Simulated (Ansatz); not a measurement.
Molecule: C$_{5}$H$_{11}$O, charge 0, multiplicity 2. It need not be the lowest isomer of its formula. SMILES: CC[CH]CCO
Coordinates optimised at B3LYP-D3(BJ)/def2-TZVP (Ansatz, a first-principles code):
```xyz
17

C      2.5464     0.2370    -0.5599
C      1.7252    -0.4656     0.5349
C      0.5657     0.3352     1.0158
C     -0.8454    -0.0731     0.7865
C     -1.3323     0.2174    -0.6455
O     -2.6928    -0.1432    -0.8480
H      1.9372     0.4274    -1.4451
H      3.4023    -0.3722    -0.8585
H      2.9242     1.1975    -0.2040
H      2.3998    -0.6872     1.3732
H      1.3764    -1.4336     0.1623
H      0.7641     1.3155     1.4353
H     -1.5208     0.4369     1.4773
H     -0.9554    -1.1524     0.9619
H     -0.6815    -0.2892    -1.3685
H     -1.2769     1.2878    -0.8446
H     -2.7851    -1.0900    -0.6960
```
Charge 0, spin multiplicity 2.

Parts of the frozen-core correlation energy in 6-31G* (Ansatz, hartree). Frozen orbitals: 6; correlated occupied orbitals by spin: 19 and 18; virtual: 87 and 88. Open shells are spin-unrestricted. Spin-orbit coupling is left out. Non-relativistic.

| term | value |
|---|---|
| reference (HF) | -270.54920 |
| MP2 opposite-spin | … |
| MP2 same-spin | … |
| CCSD correlation | -0.87703 |
| (T) | … |
| T1 diagnostic | 0.010 |
| largest doubles amplitude | 0.013 |
| <S^2> of the reference | 0.764 |

Q: Some entries are withheld; supply them.

A: 
- MP2 opposite-spin, value: -0.61006
- MP2 same-spin, value: -0.19768
- (T), value: -0.02376
